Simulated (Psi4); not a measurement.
C₂H₅O₂ (SMILES CC(O)=[OH+]), charge +1, singlet, geometry from GFN2-xTB, atoms displaced at random by about 0.1 Å a coordinate; HF/STO-3G run with Psi4.

Input for Psi4:
```
memory 2 GB

molecule mol {
1 1
C    -0.115729   -0.183117   -0.111766
O     0.156950    1.243690   -0.100597
O    -1.062829   -0.406949   -0.002857
H    -1.887787    0.113532    0.045784
C     1.108766   -0.838755    0.139285
H     1.969762   -0.732499    0.007883
H     1.081004   -1.548686    1.010289
H     0.991409   -1.444643   -0.714597
H     1.082662    1.534922   -0.091255
}

set {
  basis sto-3g
  reference rhf
}

optimize('scf')
print_variables()
```

Task: Predict the main parts of the log of this Psi4 run.

Result: 
```
invalid escape sequence '\d'

gradient() will perform analytic gradient computation.

   => Loading Basis Set <=

    Name: STO-3G
    Role: ORBITAL
    Keyword: BASIS

         ---------------------------------------------------------
                                   SCF
               by Justin Turney, Rob Parrish, Andy Simmonett
                          and Daniel G. A. Smith
                              RHF Reference
         ---------------------------------------------------------

  ==> Geometry <==

    Molecular point group: c1
    Full point group: C1

    Geometry (in Angstrom), charge = 1, multiplicity = 1:

       Center              X                  Y                   Z               Mass
    ------------   -----------------  -----------------  -----------------  -----------------
         C           -0.127024732766    -0.167182061013    -0.094325323924    12.000000000000
         O            0.145654267234     1.259624938987    -0.083156323924    15.994914619570
         O           -1.074124732766    -0.391014061013     0.014583676076    15.994914619570
         H           -1.899082732766     0.129466938987     0.063224676076     1.007825032230
         C            1.097470267234    -0.822820061013     0.156725676076    12.000000000000
         H            1.958466267234    -0.716564061013     0.025323676076     1.007825032230
         H            1.069708267234    -1.532751061013     1.027729676076     1.007825032230
         H            0.980113267234    -1.428708061013    -0.697156323924     1.007825032230
         H            1.071366267234     1.550856938987    -0.073814323924     1.007825032230

  Running in c1 symmetry.

  Rotational constants: A =      0.40458  B =      0.33741  C =      0.19091 [cm^-1]
  Rotational constants: A =  12128.94345  B =  10115.14860  C =   5723.31892 [MHz]
  Nuclear repulsion =  138.983604964460000

  Charge       = 1
  Multiplicity = 1
  Electrons    = 32
  Nalpha       = 16
  Nbeta        = 16

  ==> Algorithm <==

  SCF Algorithm Type is DF.
  DIIS enabled.
  MOM disabled.
  Fractional occupation disabled.
  Guess Type is SAD.
  Energy threshold   = 1.00e-08
  Density threshold  = 1.00e-08
  Integral threshold = 1.00e-12

  ==> Primary Basis <==

  Basis Set: STO-3G
    Blend: STO-3G
    Number of shells: 17
    Number of basis functions: 25
    Number of Cartesian functions: 25
    Spherical Harmonics?: true
    Max angular momentum: 1

   => Loading Basis Set <=

    Name: (STO-3G AUX)
    Role: JKFIT
    Keyword: DF_BASIS_SCF

  ==> Integral Setup <==

  SCF_SUBTYPE=INCORE selected. In-core MEM_DF algorithm will be used.
  Using in-core AOs.

  ==> MemDFJK: Density-Fitted J/K Matrices <==

    J tasked:                   Yes
    K tasked:                   Yes
    wK tasked:                   No
    Algorithm:                 Core
    Schwarz Cutoff:           1E-12
    Mask sparsity (%):       0.9600
    Fitting Condition:        1E-10

   => Auxiliary Basis Set <=

  Basis Set: (STO-3G AUX)
    Blend: DEF2-UNIVERSAL-JKFIT
    Number of shells: 130
    Number of basis functions: 394
    Number of Cartesian functions: 464
    Spherical Harmonics?: true
    Max angular momentum: 4

  Minimum eigenvalue in the overlap matrix is 1.1490572485E-01.
  Reciprocal condition number of the overlap matrix is 4.4952558791E-02.
    Using symmetric orthogonalization.

  ==> Pre-Iterations <==

  SCF Guess: Superposition of Atomic Densities via on-the-fly atomic UHF (no occupation information).

   -------------------------
    Irrep   Nso     Nmo
   -------------------------
     A         25      25
   -------------------------
    Total      25      25
   -------------------------

  ==> Iterations <==

                           Total Energy        Delta E     RMS |[F,P]|

   @DF-RHF iter SAD:  -223.85995530358770   -2.23860e+02   0.00000e+00
   @DF-RHF iter   1:  -224.67003426553114   -8.10079e-01   1.57241e-02 ADIIS/DIIS
[...]
  @DF-RHF Final Energy:  -225.20894946541787
    Total Energy =                       -225.2089494654178736
  @DF-RHF Final Energy:  -225.21059645654029
    Total Energy =                       -225.2105964565402871
  @DF-RHF Final Energy:  -225.21045010402909
    Total Energy =                       -225.2104501040290927
  @DF-RHF Final Energy:  -225.21078341748438
    Total Energy =                       -225.2107834174843788
  @DF-RHF Final Energy:  -225.21120045326083
    Total Energy =                       -225.2112004532608296
  @DF-RHF Final Energy:  -225.21120692817942
    Total Energy =                       -225.2112069281794220
  @DF-RHF Final Energy:  -225.21120814092086
    Total Energy =                       -225.2112081409208599
[...]
	             B(1,5,7)     108.14462       -0.00000       -0.00343     108.14119
	             B(1,5,8)     108.11335        0.00000        0.00435     108.11770
	             B(2,1,3)     115.71218       -0.00001       -0.01131     115.70087
	             B(2,1,5)     126.35464       -0.00000       -0.00373     126.35091
	             B(3,1,5)     117.93318        0.00001        0.01504     117.94822
	             B(6,5,7)     110.56669       -0.00000       -0.01444     110.55225
	             B(6,5,8)     110.53742       -0.00000        0.00286     110.54028
	             B(7,5,8)     108.86719       -0.00000       -0.00423     108.86296
	           D(2,1,3,4)       0.04708       -0.00000       -0.03091       0.01617
	           D(2,1,5,6)       0.34741        0.00000        0.01538       0.36280
	           D(2,1,5,7)     121.51252        0.00000        0.00454     121.51705
	           D(2,1,5,8)    -120.76185       -0.00000        0.00003    -120.76181
	           D(3,1,2,9)     179.99779       -0.00000        0.00577     180.00356
	           D(3,1,5,6)     180.32193        0.00000        0.02209     180.34402
	           D(3,1,5,7)     -58.51297        0.00000        0.01124     -58.50173
	           D(3,1,5,8)      59.21267       -0.00000        0.00674      59.21941
	           D(4,3,1,5)     180.06986       -0.00000       -0.03690     180.03296
	           D(5,1,2,9)      -0.02720        0.00000        0.01235      -0.01486
	-------------------------------------------------------------------------------

	                                 ==> Convergence Check <==

	Measures of convergence in internal coordinates in au.

	Criteria marked as inactive (o), active & met (*), and active & unmet ( ).

	----------------------------------------------------------------------------------------------
	   Step    Total Energy     Delta E     Max Force     RMS Force      Max Disp      RMS Disp
	----------------------------------------------------------------------------------------------
	  Convergence Criteria     1.00e-06 *    3.00e-04 *             o    1.20e-03 *             o
	----------------------------------------------------------------------------------------------
	    11    -225.21120814   -1.21e-06      2.05e-04 *    6.38e-05 o    8.60e-04 *    2.77e-04 o  ~
	----------------------------------------------------------------------------------------------

Next Geometry in Ang
	Fragment 1 (Ang)

	    C   0.0087748315   0.0079770270  -0.0005577682
	    O   0.1156543547   1.3160701247  -0.0930981155
	    O  -1.2128339691  -0.4605163212   0.0366080310
	    H  -1.8714203201   0.2861811224  -0.0140350586
	    C   1.1640431009  -0.9944755467   0.0657574532
	    H   2.1205635023  -0.4774928457   0.0322480584
	    H   1.0679532244  -1.5630088541   0.9927352061
	    H   1.0686710677  -1.6787919457  -0.7795018912
	    H   1.0641303090   1.6062652970  -0.1168287210

    Final optimized geometry and variables:
    Molecular point group: c1
    Full point group: C1

    Geometry (in Angstrom), charge = 1, multiplicity = 1:

    C            0.008734021335     0.007949150427    -0.000422205901
    O            0.115612979739     1.316084493244    -0.093020237883
    O           -1.212784275572    -0.460789611801     0.036765858805
    H           -1.870871334618     0.286294282777    -0.014452002150
    C            1.163943906931    -0.994584581201     0.065813922068
    H            2.120508634094    -0.477359420788     0.031899241962
    H            1.068004391088    -1.563063580309     0.992852388868
    H            1.068374157657    -1.678878214570    -0.779431781603
    H            1.064013620691     1.606555539965    -0.116677990051

  Variable Map:
  ----------------------------------------------------------------------------
[...]
  Array Variable Map:
  ----------------------------------------------------------------------------
[...]
Optimizer: Optimization complete!
```
